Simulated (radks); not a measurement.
Results of a calculation; reference values are marked as such.
Si VII, configuration [He] 2s2 2p4. Code: a radial shooting solver on a logarithmic mesh with Libxc functionals. Model: Dirac Kohn-Sham, PBE, spin-unpolarised, spherical densities, point nucleus; open shells are shared between the two j in proportion to 2j + 1. Some entries of the table are withheld. Estimate them.

orbital     occ.  eigenvalue (hartree)  <1/r> (bohr^-1)
1s1/2          2             -71.55354            13.65
2s1/2          2              -9.96542            2.756
2p1/2    1.33333                   (1)            2.674
2p3/2    2.66667                   (2)            2.661
3s1/2          0              -3.24128           0.9856
3p1/2          0              -2.85322              (3)
3p3/2          0              -2.84794              (4)

Answer. 
(1) 2p1/2 eigenvalue (hartree): -8.48840
(2) 2p3/2 eigenvalue (hartree): -8.45965
(3) 3p1/2 <1/r> (bohr^-1): 0.9344
(4) 3p3/2 <1/r> (bohr^-1): 0.9319
